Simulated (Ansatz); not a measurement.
# Pulling the pair apart

The pair of HBr (SMILES Br, atoms 1–2) and SiH$_{3}$F (SMILES [SiH3]F, atoms 3–7), both closed shells, in one local arrangement (a lower one may exist), relaxed at PBE0-D4/def2-TZVP:

| atom | x (Å) | y (Å) | z (Å) |
| --- | --- | --- | --- |
| Br1 | 0.5322 | -0.1128 | -3.3602 |
| H2 | -0.2442 | -0.2674 | -2.1753 |
| Si3 | -0.0303 | 0.0887 | 1.1494 |
| F4 | -0.8555 | -0.3006 | -0.1779 |
| H5 | -0.9505 | -0.0415 | 2.3015 |
| H6 | 0.4405 | 1.4834 | 0.9965 |
| H7 | 1.1079 | -0.8500 | 1.2661 |

SiH$_{3}$F is shifted rigidly along the line between the mean atom positions of the two fragments (negative: closer). Counterpoise interaction energies in kcal/mol. Ansatz 0.2.0; basis: def2-TZVPPD; cores frozen in the correlated methods. Filled d shells of the heavier atoms are correlated. The def2 sets are not built for correlating such inner shells, so the correlated values are less sure here. B3LYP uses VWN-RPA correlation.

```json
{"shift (Å)": "-0.35", "wB97M-V": "-0.94", "r2SCAN-D4": "-1.47", "B3LYP-D4": "-1.40"}
{"shift (Å)": "-0.17", "wB97M-V": "-1.98", "r2SCAN-D4": "-2.30", "B3LYP-D4": "-2.37"}
{"shift (Å)": "0.00", "wB97M-V": "-2.30", "r2SCAN-D4": "-2.48", "B3LYP-D4": "-2.60"}
{"shift (Å)": "0.17", "wB97M-V": "-2.24", "r2SCAN-D4": "-2.35", "B3LYP-D4": "-2.49"}
{"shift (Å)": "0.42", "wB97M-V": "-1.93", "r2SCAN-D4": "-1.99", "B3LYP-D4": "-2.10"}
{"shift (Å)": "0.87", "wB97M-V": "-1.31", "r2SCAN-D4": "-1.32", "B3LYP-D4": "-1.35"}
{"shift (Å)": "1.74", "wB97M-V": "-0.61", "r2SCAN-D4": "-0.60", "B3LYP-D4": "-0.58"}
{"shift (Å)": "3.48", "wB97M-V": "-0.19", "r2SCAN-D4": "-0.18", "B3LYP-D4": "-0.16"}
```

At the largest shift the D4 term itself is slightly repulsive (B3LYP-D4 +0.3 meV): a quirk of that model, not of the functional.

Question: What does CCSD(T) give at these shifts? (An estimate is asked for; the value comes from the calculation.)

Answer: The calculation gives: -0.45, -1.68, -2.12, -2.16, -1.92, -1.32, -0.61, -0.19 kcal/mol. For zero shift, CCSD(T) at an estimated basis limit (MP2 extrapolated from triple and quadruple zeta, plus CCSD(T) − MP2 in triple zeta) gives -2.51 kcal/mol. These are counterpoise interaction energies, counted from the two frozen fragments.

T1 diagnostic: at most 0.009.

For scale, one of the runs: CCSD(T)/def2-TZVPPD, 213 basis functions, launched by `ansatz run in.yaml --threads 4 --pin off --events-out ev --progress --plain --max-ram 9574MiB`. Time: 47 s of wall clock on 4 CPU threads of an Intel Xeon Platinum 8375C; the host was shared. Peak host memory: 3 GiB.
